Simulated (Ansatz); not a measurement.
Start from `BC(=O)C=S` and change one atom or group to get `BC(=O)O`.

Ansatz, PBE0-D4/def2-TZVP geometries, multiplicity 1. Each molecule was computed in one conformer, which needn't be the lowest.

```
                                                                                  property  `BC(=O)C=S`
                                                     LUMO energy (ωB97M-V/def2-TZVPP) / eV        -1.40
                                                     HOMO–LUMO gap (B3LYP/def2-TZVPP) / eV         3.39
                                                      HOMO–LUMO gap (PBE0/def2-TZVPP) / eV         3.81
                                                   HOMO–LUMO gap (ωB97M-V/def2-TZVPP) / eV         8.23
ideal-gas entropy at 298 K and 1 bar (rigid rotor, harmonic PBE0-D4/def2-TZVP) / J/(mol·K)          321
                                                     HOMO energy (ωB97M-V/def2-TZVPP) / eV        -9.63
```

Question: Give the same properties after the change, and the shifts. (Estimate.)

Answer: The calculation gave: 
```
                                                                                  property  `BC(=O)O`  shift
                                                     LUMO energy (ωB97M-V/def2-TZVPP) / eV      -0.02   1.38
                                                     HOMO–LUMO gap (B3LYP/def2-TZVPP) / eV       5.82   2.43
                                                      HOMO–LUMO gap (PBE0/def2-TZVPP) / eV       6.28   2.47
                                                   HOMO–LUMO gap (ωB97M-V/def2-TZVPP) / eV      10.63   2.40
ideal-gas entropy at 298 K and 1 bar (rigid rotor, harmonic PBE0-D4/def2-TZVP) / J/(mol·K)        285    -36
                                                     HOMO energy (ωB97M-V/def2-TZVPP) / eV     -10.65  -1.02
```

With PBE0 the HOMO falls by 0.88 eV and the LUMO rises by 1.60 eV, so the gap widens by about 2.48 eV. PBE moves the HOMO by -0.71 eV and ωB97M-V by -1.02 eV. The zero-point energy changes by -5.3 kJ/mol with -3 modes.

B3LYP here is the variant with VWN-RPA as its local correlation; programs differ in this.
